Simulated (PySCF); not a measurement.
Compound: ClGeH3.
Structure used (PBE0-D3(BJ)/def2-TZVP), in Å, numbered top down from 1:
```
atom  x, y, z in Å
Cl1    2.1992    0.0166    0.1131
Ge2    0.0533    0.1415   -0.0391
H3    -0.5237   -0.4112    1.2679
H4    -0.2993    1.6194   -0.2347
H5    -0.3626   -0.7053   -1.2459
```

Computed with TDDFT CAM-B3LYP/aug-cc-pVTZ, vertical, gas phase, core orbitals frozen in the response (PySCF 2.14.0, density-fitted response routines). Isolated species at its PBE0-D3(BJ)/def2-TZVP geometry, gas phase. Relativistic effects, spin–orbit coupling among them, are left out although an element past zinc is present.

Each state is given a Gaussian of 0.25 eV full width at half maximum, with ε(max) = 2.175×10⁸ f / Δν̃ (Δν̃ the width in cm⁻¹). The width is an assumption, not a result. The curve ends short of the highest state used, and states not computed would add to its high-energy end.

E (eV), ε (L mol⁻¹ cm⁻¹) and a bar:
```
     6.49          9 
     6.54         42 
     6.58        125 #
     6.63        395 ###
     6.68       1001 #######
     6.73       2032 #############
     6.78       3305 ######################
     6.82       4158 ###########################
     6.87       4536 ##############################
     6.92       3965 ##########################
     6.97       2776 ##################
     7.01       1779 ############
     7.06        836 ######
     7.11        314 ##
     7.16         95 #
     7.20         31 
     7.25          7 
     7.30          3 
     7.35          8 
     7.39         25 
     7.44         84 #
     7.49        228 ##
     7.54        494 ###
     7.58        783 #####
     7.63       1140 ########
     7.68       1330 #########
     7.73       1243 ########
     7.77       1003 #######
     7.82        629 ####
     7.87        316 ##
     7.92        127 #
     7.97         41 
     8.01         14 
     8.06          3 
     8.11          1 
     8.16          0
```

Q: Where are the band maxima, and which computed states make them?

A: 181 nm (6.86 eV), ε about 4500, made up of S1 (50%) and S2 (50%); 161 nm (7.69 eV), ε about 1300, made up of S3 (50%) and S4 (50%) (ε in L mol⁻¹ cm⁻¹; maxima over ε = 5, shares over 10%). The states used: S1 6.86 eV (f 0.021); S2 6.86 eV (f 0.021); S3 7.69 eV (f 0.0062); S4 7.69 eV (f 0.0062); S5 8.49 eV (f 0.0000); S6 8.66 eV (f 0.0038); S7 8.66 eV (f 0.0038); S8 8.71 eV (f 0.026); S9 8.76 eV (f 0.0039); S10 8.76 eV (f 0.0039).

Q: Coming from long wavelengths, where does ε first pass 100 L mol⁻¹ cm⁻¹?

A: At about 189 nm (6.57 eV), 0.29 eV below S1.

Q: What would ε be at 6.86 eV, the highest of these maxima, with half the width (0.125 eV)?

A: About 9050 L mol⁻¹ cm⁻¹ against 4540, a factor of about 1.99; a lone state at its own centre would give exactly 2.
